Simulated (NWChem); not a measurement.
Species: sulfur trioxide (SO3); SMILES O=S(=O)=O

```xyz
4

O     -1.0192    -1.0192     0.0000
S      0.0000     0.0000     0.0000
O     -0.3731     1.3923     0.0000
O      1.3923    -0.3731     0.0000
```
Atoms are numbered in this order, from 1.

All runs: NWChem. Pople sets run with spherical d functions. Geometry: optimised at PBE0/def2-SVP. B3LYP is NWChem's, with the RPA form of VWN correlation.

Q: Taking B3LYP/aug-cc-pVTZ as the yardstick, which of these has the fewest basis functions while keeping “highest occupied level (eV)” within 0.1 eV of it: B3LYP/def2-SVPD; B3LYP/6-31G*; B3LYP/6-311++G**; B3LYP/def2-SVP; B3LYP/3-21G; B3LYP/STO-3G; B3LYP/6-31+G*; B3LYP/def2-TZVP?

A: B3LYP/6-31+G*.
```csv
level,basis functions,highest occupied level (eV)
B3LYP/STO-3G,24,-4.65
B3LYP/3-21G,40,-9.27
B3LYP/6-31G*,60,-9.43
B3LYP/def2-SVP,60,-9.45
B3LYP/6-31+G*,76,-9.83
B3LYP/def2-SVPD,96,-9.90
B3LYP/6-311++G**,96,-9.86
B3LYP/def2-TZVP,130,-9.78
B3LYP/aug-cc-pVTZ,188,-9.85
```

The yardstick is one finite set, not the basis-set limit.
